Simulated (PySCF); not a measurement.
```xyz
3
charge 0 multiplicity 2, angstrom
Ir    0.0000    0.0000   -0.4966
S     1.0320    0.0000    1.4995
S    -1.0320    0.0000    1.4995
```

Level of theory: UB3LYP in PySCF with Ir def2-SVP with ECP60, S def2-SVP; scalar-relativistic core potentials, no spin–orbit coupling; density-fitted integrals.

This geometry of IrS₂ is a stationary point at this level.

(1) What is the point group?

(2) Is it a minimum?

(3) List the harmonic modes with their infrared intensities.

(4) Give the atomic charges and bond orders.

## Answers

(1) C2v.

(2) Yes: all harmonic wavenumbers are real.

(3) 
```tsv
symmetry	ω (cm⁻¹)	IR (km/mol)
b2	258	2.6
a1	354	0.6
a1	545	8.0
```

(4) 
```tsv
atom	Mulliken	Löwdin	polar tensor	spin (Mulliken)	Mayer order to Ir1
Ir1	0.03	-0.48	0.29	0.62	–
S2,3	-0.02	0.24	-0.14	0.19	1.25
```
Other Mayer orders above 0.3: S–S 1.15.

Other isomers or separated fragments may lie lower. With open d or f shells other occupations or spin states may lie lower. At this level a doublet minimum of C2v symmetry lies 104 kJ/mol below this structure. No spin–orbit coupling is included, which matters more the heavier the element.
